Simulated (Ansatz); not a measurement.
Consider the substitution at a C–S bond: `FC[SiH2]CS` + HBr → `FC[SiH2]CBr` + H₂S.

Calculated with Ansatz (gas phase, PBE0-D4/def2-TZVP geometries, no zero-point term in ΔE). CBS: MP2 limit from def2 TZ/QZ plus the TZ coupled-cluster correction, frozen cores. This one scheme is used for every species. Functionals use def2-TZVPP. B3LYP here is the variant with VWN-RPA as its local correlation; programs differ in this. For Br outer-core shells are correlated without core-valence functions, which leaves a few kJ/mol of doubt a bond. Scalar relativity is left out up to krypton. Each species was taken in one conformer, which may not be the lowest.

Q: Is it downhill or uphill in electronic energy at CCSD(T)/CBS, and by how much? (An estimate is asked.)

A: Ansatz gave: Uphill: ΔE = +2.9 kJ/mol.

Q: What do these levels give: PBE-D4, PBE0-D4, B3LYP-D4, ωB97M-V, B3LYP, HF/def2-TZVPP, MP2/def2-TZVPP, CCSD/def2-TZVPP, HF/def2-QZVPP, MP2/def2-QZVPP, HF/CBS(def2), CCSD/CBS(def2)? (Best estimate.)

A: Computed: PBE-D4 6.3, PBE0-D4 6.7, B3LYP-D4 3.5, ωB97M-V 4.8, B3LYP 1.8, HF/def2-TZVPP -0.6, MP2/def2-TZVPP 2.7, CCSD/def2-TZVPP 1.5, HF/def2-QZVPP -0.3, MP2/def2-QZVPP 3.4, HF/CBS(def2) -0.2, CCSD/CBS(def2) 2.5 kJ/mol.

Largest T1 diagnostic among the species: 0.011.
